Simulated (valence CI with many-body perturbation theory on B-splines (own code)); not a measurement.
**Yb65+: what the settings do**

Calculated by configuration interaction combined with many-body perturbation theory (CI+MBPT): three valence electrons over a frozen Dirac-Fock core [He], radial functions for each j: 6 s, 6 p, 5 d, 3 f, 1 g, with the one-electron correlation potential Σ1 (screened to all orders), the two-electron term Σ2, the three-electron term Σ3, Breit, model QED; selected single and double excitations, second order for the rest, scaled by the run's own slope (own B-spline code, finite nucleus).

The last digits are not significant, and no measured levels were compared; by estimate large intervals hold to a few tenths of a per cent, small ones and those within an open d or f shell to about a per cent.

The reference run has the lowest level (2s^2 2p1/2) J=1/2 and an ionisation energy of 16565.6 eV. Its largest variational space holds 3409 state functions.

Levels are named by their leading jj configuration (3d3/2^4 stands for four electrons in 3d with j = 3/2), which in mixed levels can hold well under half, so a name can repeat and another be missing. Letters in brackets count levels of one name in rising energy.

Changed runs:
A. highest l with Σ1, explicit Σ2 and valence Breit (higher l get mean screening factors) 3 → 1
B. box radius (bohr) 0.88436 → 1.23; three-electron term on → off
C. cutoff of virtual states (hartree) 9800 → 30840
D. correlating orbitals by l 3 3 3 2 1 → 2 2 1 1 0; natural orbitals for correlation on → off (bad on purpose)

Excitation energies of the reference run in cm⁻¹, and shifts in cm⁻¹:

| Level | Reference | A | B | C | D |
| --- | --- | --- | --- | --- | --- |
| (2s 2p1/2^2) J=1/2 | 1988920 | +586 | +172 | +152 | +1066 |
| (2s^2 2p3/2) J=3/2 | 9163990 | -42 | +85 | +142 | -1276 |
| (2s 2p1/2 2p3/2) J=3/2 [a] | 10560200 | -193 | -48 | +280 | -3966 |
| (2s 2p1/2 2p3/2) J=5/2 | 10877900 | +27 | +159 | +286 | -1177 |
| (2s 2p1/2 2p3/2) J=1/2 | 11420500 | +506 | +436 | +290 | +1542 |
| (2s 2p1/2 2p3/2) J=3/2 [b] | 11437000 | +607 | +469 | +289 | +2631 |
| (2p1/2^2 2p3/2) J=3/2 | 13508700 | +1171 | +539 | +406 | +3806 |
| (2s 2p3/2^2) J=5/2 | 19868300 | -16 | +158 | +419 | -3459 |
| (2s 2p3/2^2) J=1/2 | 20689700 | +963 | +538 | +423 | +1419 |
| (2s 2p3/2^2) J=3/2 | 20695700 | +525 | +504 | +425 | +1837 |
| (2p1/2 2p3/2^2) J=3/2 | 22303600 | +584 | +492 | +538 | -988 |
| (2p1/2 2p3/2^2) J=5/2 | 22485000 | +629 | +491 | +539 | +2248 |
| Ionisation energy (eV) | 16565.6 | -0.082 | +0.062 | +0.028 | -0.9 |
